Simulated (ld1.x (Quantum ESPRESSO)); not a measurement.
Before and after: PAW potential for Se

* Element: selenium
* Generator: ld1.x (Quantum ESPRESSO) 7.5
* Type: PAW
* Functional: LDA (PZ)
* Relativity: scalar-relativistic
* Frozen core: [Ar]
* Valence charge: 16
* Reference configuration: 3d10 4s2 4p3 (charge +1)
* Partial waves: 4s (bound): rcut 1.25, rcutus 1.55 bohr; 4s channel at -0.85 Ry: rcut 1.25, rcutus 1.55 bohr; 4p (bound): rcut 1.40, rcutus 1.55 bohr; 4p channel at 3.5 Ry: rcut 1.40, rcutus 1.55 bohr; 3d (bound): rcut 0.90, rcutus 1.20 bohr; 3d channel at -3.95 Ry: rcut 0.90, rcutus 1.20 bohr
* Local potential: all-electron potential smoothed inside 1.30 bohr (lloc = -1)
* Core correction: Bessel-smoothed model core inside 1.20 bohr
* Augmentation charge: PSQ, inside the norm-conserving radii

Change: core [Ar] 3d10, valence charge 6; reference 4s2 4p4; waves now 4s (bound): rcut 1.15, rcutus 1.30 bohr; 4s channel at -0.85 Ry: rcut 1.15, rcutus 1.30 bohr; 4p (bound): rcut 1.60, rcutus 2.15 bohr; 4p channel at 3.5 Ry: rcut 1.60, rcutus 2.15 bohr; local potential all-electron potential smoothed inside 1.15 bohr (lloc = -1); core correction a·sin(br)/r model core, default radius (ld1.x builds one for every PAW set, though the input has nlcc=.false.).

Cutoffs: the cutoffs (Ry, on a coarse ladder) from which the occupation-weighted sum of valence levels, in a spherical-Bessel basis at the reference potential, stays within 10 and 1 mRy of its value at 400 Ry; they do not see the model core or the augmentation charge, which bear on the density cutoff. Errors are all-electron minus pseudo energies relative to the spin-unpolarised reference configuration.

Q: What does the change do?

A: The potential gets softer (110 Ry and 180 Ry → 21 Ry and 40 Ry); a bound ghost appears in s, which as a rule spoils a file; the number of tests with a reliable result goes from 9 to 6 (the test run of the changed file stopped, so its transferability is not established). The shells moved into the core no longer need plane waves of their own. Several settings change at once here, so the effects cannot be laid on one of them.

| quantity | base | changed |
| --- | --- | --- |
| cutoff, loose | 110 Ry | 21 Ry |
| cutoff, tight | 180 Ry | 40 Ry |
| bound ghosts | none | s |
| tests with a reliable result | 9 of 9 | 6 of 9 (the test run stopped) |
| lowest overlap eigenvalue by channel | s 0.38, p 0.57, d 1.00 | s 0.59, p 0.32 |

 A true bound ghost makes a file unfit for plane-wave use even where its test errors are small: the radial tests pick states by their node count and pass the ghost by.
